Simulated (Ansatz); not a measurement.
**Molecular dynamics of C3H9ClSi**

Input:

```yaml
crystal:
  periodic: [false, false, false]
  atoms:
    - { symbol: Si, position_ang: [0.005863, -0.033509, -0.100856] }
    - { symbol: Cl, position_ang: [0.038172, -0.239381, 2.107365] }
    - { symbol: C, position_ang: [1.823765, 0.045078, -0.64728] }
    - { symbol: H, position_ang: [2.354756, -0.853316, -0.35684] }
    - { symbol: H, position_ang: [1.885237, 0.143121, -1.727043] }
    - { symbol: H, position_ang: [2.326507, 0.893801, -0.199763] }
    - { symbol: C, position_ang: [-0.93864, 1.574279, -0.464151] }
    - { symbol: H, position_ang: [-1.949446, 1.525749, -0.077463] }
    - { symbol: H, position_ang: [-0.444454, 2.4247, -0.010459] }
    - { symbol: H, position_ang: [-0.991491, 1.742414, -1.535731] }
    - { symbol: C, position_ang: [-0.890457, -1.573907, -0.758097] }
    - { symbol: H, position_ang: [-1.898922, -1.632469, -0.365912] }
    - { symbol: H, position_ang: [-0.947969, -1.538408, -1.842313] }
    - { symbol: H, position_ang: [-0.365122, -2.478252, -0.474857] }
basis:
  gaussian: { orbitals: "6-31G" }
hamiltonian:
  xc: hf
md:
  timestep: 1.0
  n_steps: 500
  ensemble: nve
  temperature: 200.0
  initial_velocities: maxwell_boltzmann
  seed: 465370
  masses: [{ species: H, mass: 3.016 }]
```

Launched with:

```bash
$ ansatz run input.yaml --threads 1 --pin off --max-ram 2048MiB --backend cpu --events-out ev --progress --plain --runs-dir out
```

It starts from a relaxed structure.

Output, in part (step lines, the closing report, with atoms numbered from 0):

```
md step     0: t =     0.00 fs  T =   200.0 K  F+E_penalty+E_count = -23598.45582475 eV  E_kin = 0.310224 eV  conserved = -23598.14560075 eV  (28 SCF iters)
md step     1: t =     1.00 fs  T =   192.2 K  F+E_penalty+E_count = -23598.44345759 eV  E_kin = 0.298069 eV  conserved = -23598.14538885 eV  (24 SCF iters)
md step     2: t =     2.00 fs  T =   171.0 K  F+E_penalty+E_count = -23598.40983889 eV  E_kin = 0.265208 eV  conserved = -23598.14463059 eV  (24 SCF iters)
md step     3: t =     3.00 fs  T =   143.9 K  F+E_penalty+E_count = -23598.36692122 eV  E_kin = 0.223214 eV  conserved = -23598.14370675 eV  (24 SCF iters)
md step     4: t =     4.00 fs  T =   119.8 K  F+E_penalty+E_count = -23598.32895976 eV  E_kin = 0.185797 eV  conserved = -23598.14316305 eV  (23 SCF iters)
md step     5: t =     5.00 fs  T =   103.9 K  F+E_penalty+E_count = -23598.30436805 eV  E_kin = 0.161104 eV  conserved = -23598.14326384 eV  (25 SCF iters)
md step     6: t =     6.00 fs  T =    95.4 K  F+E_penalty+E_count = -23598.29180612 eV  E_kin = 0.148042 eV  conserved = -23598.14376364 eV  (25 SCF iters)
md step     7: t =     7.00 fs  T =    90.0 K  F+E_penalty+E_count = -23598.28371321 eV  E_kin = 0.139532 eV  conserved = -23598.14418084 eV  (24 SCF iters)
[... lines left out ...]
md step   497: t =   497.00 fs  T =   107.7 K  F+E_penalty+E_count = -23598.31117826 eV  E_kin = 0.167128 eV  conserved = -23598.14405055 eV  (24 SCF iters)
md step   498: t =   498.00 fs  T =   122.1 K  F+E_penalty+E_count = -23598.33402458 eV  E_kin = 0.189328 eV  conserved = -23598.14469609 eV  (23 SCF iters)
md step   499: t =   499.00 fs  T =   130.4 K  F+E_penalty+E_count = -23598.34725887 eV  E_kin = 0.202241 eV  conserved = -23598.14501766 eV  (24 SCF iters)
md step   500: t =   500.00 fs  T =   129.5 K  F+E_penalty+E_count = -23598.34572489 eV  E_kin = 0.200854 eV  conserved = -23598.14487130 eV  (29 SCF iters)
Total energy: -23598.34572489 eV, -867.2232098564 hartree
Atom 0 at     0.045072    -0.045946    -0.064416 Å, force    -0.273645    -0.000754    -0.390621 eV/Å
Atom 1 at     0.000772    -0.216496     2.131428 Å, force     0.171496    -0.125854     0.105363 eV/Å
Atom 2 at     1.852782     0.022028    -0.711986 Å, force    -0.860964    -0.168941     0.543327 eV/Å
Atom 3 at     2.469365    -0.682645    -0.179295 Å, force     0.162997    -0.231498    -0.083871 eV/Å
Atom 4 at     1.824305    -0.221729    -1.769309 Å, force     0.263974     0.150002     0.062011 eV/Å
Atom 5 at     2.246432     1.003740    -0.532163 Å, force     0.277591     0.330671    -0.241934 eV/Å
Atom 6 at    -0.940721     1.540550    -0.426225 Å, force     0.494758     0.270243    -0.066893 eV/Å
Atom 7 at    -1.934751     1.498696    -0.016418 Å, force    -0.284400    -0.208924    -0.018195 eV/Å
Atom 8 at    -0.475786     2.428684     0.006452 Å, force     0.037303    -0.250397    -0.291940 eV/Å
Atom 9 at    -0.996697     1.639031    -1.510371 Å, force    -0.105384     0.250456     0.179142 eV/Å
Atom 10 at    -0.881344    -1.541243    -0.801824 Å, force    -0.322374     0.008575     0.487258 eV/Å
Atom 11 at    -1.932177    -1.548840    -0.501551 Å, force     0.431280    -0.191164     0.271412 eV/Å
Atom 12 at    -0.906009    -1.467801    -1.867497 Å, force     0.219051     0.186958    -0.747008 eV/Å
Atom 13 at    -0.394655    -2.478934    -0.561609 Å, force    -0.211683    -0.019372     0.191951 eV/Å
Dipole moment:     0.035268     0.062467    -0.843882 e Å
```

The steps, from the saved trajectory:

```csv
time (fs),T (K),potential energy less start (eV),conserved less start (meV/atom)
0,200,0.000,0.00
16,153,0.073,0.04
32,131,0.107,0.07
48,104,0.150,0.09
64,102,0.154,0.09
80,87,0.177,0.09
96,79,0.189,0.11
112,82,0.185,0.11
128,78,0.191,0.12
144,58,0.222,0.13
160,96,0.164,0.11
176,123,0.121,0.09
192,131,0.109,0.08
208,134,0.104,0.08
224,133,0.105,0.07
240,159,0.065,0.06
256,143,0.089,0.06
272,117,0.129,0.08
288,105,0.148,0.09
304,73,0.199,0.12
320,60,0.219,0.14
336,61,0.218,0.14
352,83,0.183,0.14
368,83,0.184,0.15
384,66,0.210,0.17
400,65,0.211,0.16
416,104,0.151,0.12
432,103,0.152,0.10
448,125,0.117,0.09
464,117,0.130,0.09
480,118,0.130,0.13
496,94,0.167,0.15
```

All steps were run. The conserved energy stayed within 0.2 meV per atom of its start (net change 0.052 meV per atom), so the integration is sound. Over the second half the temperature averaged 0.50 of the 200 K drawn at the start: a run that starts near a minimum puts about half its kinetic energy into the potential. A run of 0.5 ps of so small a system gives no equilibrium averages. Limits of this set-up: no polarisation functions.

The same pairs are bonded in the first frame and the last. Pairs count as bonded within 1.25 times the sum of covalent radii (0.12 Å more for H–H).

Last frame:

```xyz
14
Properties=species:S:1:pos:R:3
Si 0.045 -0.046 -0.064
Cl 0.001 -0.216 2.131
C 1.853 0.022 -0.712
H 2.469 -0.683 -0.179
H 1.824 -0.222 -1.769
H 2.246 1.004 -0.532
C -0.941 1.541 -0.426
H -1.935 1.499 -0.016
H -0.476 2.429 0.006
H -0.997 1.639 -1.510
C -0.881 -1.541 -0.802
H -1.932 -1.549 -0.502
H -0.906 -1.468 -1.867
H -0.395 -2.479 -0.562
```

The run took 20 min on 1 thread of Arm Neoverse V1 (shared host), peak memory 0.15 GiB.
